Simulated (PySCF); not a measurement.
## Electron correlation in Ge(2+) (germanium, charge +2)

[Ar] 3d10 4s2, closed-shell 1S. Computed with PySCF 2.14 in def2-TZVP, with the non-relativistic Hamiltonian (point nucleus). Frozen: [Ar] 3d10; 2 electrons correlated.

Total MP2 correlation energy: -28.84 mhartree.

Same-spin part 0.00 and opposite-spin part -28.84 mhartree; SCS-MP2 scales them by 1/3 and 6/5 to -34.61 mhartree.

With two correlated electrons CCSD is exact within the correlated space (frozen core and kept virtual orbitals).

```json
{"level": "CCSD", "correlation energy (mhartree)": "-40.10"}
```

Diagnostics: T1 = 0.0046, D1 = 0.0065, largest double amplitude 0.104.

Cost of the coupled-cluster step: 0.14 s of wall time on 1 thread of Neoverse-V1 (shared host), for 2 correlated electrons.

Iterations:

```
CC2 = 0
CCSD nocc = 1, nmo = 34
frozen orbitals [0, 1, 2, 3, 4, 5, 6, 7, 8, 9, 10, 11, 12, 13]
max_cycle = 100
direct = 0
conv_tol = 1e-08
conv_tol_normt = 1e-06
diis_space = 8
diis_start_cycle = 0
Init t2, MP2 energy = -2074.5169967168  E_corr(MP2) -0.0288412939026868
Init E_corr(CCSD) = -0.0288412939028777
cycle = 1  E_corr(CCSD) = -0.0356917402385039  dE = -0.00685044634  norm(t1,t2) = 0.0417453
cycle = 2  E_corr(CCSD) = -0.0382400567374119  dE = -0.0025483165  norm(t1,t2) = 0.0177213
cycle = 3  E_corr(CCSD) = -0.0401115061201558  dE = -0.00187144938  norm(t1,t2) = 0.00775277
cycle = 4  E_corr(CCSD) = -0.0400946434560363  dE = 1.68626641e-05  norm(t1,t2) = 0.000231387
cycle = 5  E_corr(CCSD) = -0.0400983339673683  dE = -3.69051133e-06  norm(t1,t2) = 1.78647e-05
cycle = 6  E_corr(CCSD) = -0.0400969687713843  dE = 1.36519598e-06  norm(t1,t2) = 4.16014e-06
cycle = 7  E_corr(CCSD) = -0.0400972471701642  dE = -2.7839878e-07  norm(t1,t2) = 1.1142e-06
cycle = 8  E_corr(CCSD) = -0.0400972482013154  dE = -1.03115116e-09  norm(t1,t2) = 3.3928e-08
CCSD converged
E(CCSD) = -2074.528252671097  E_corr = -0.04009724820131539
```
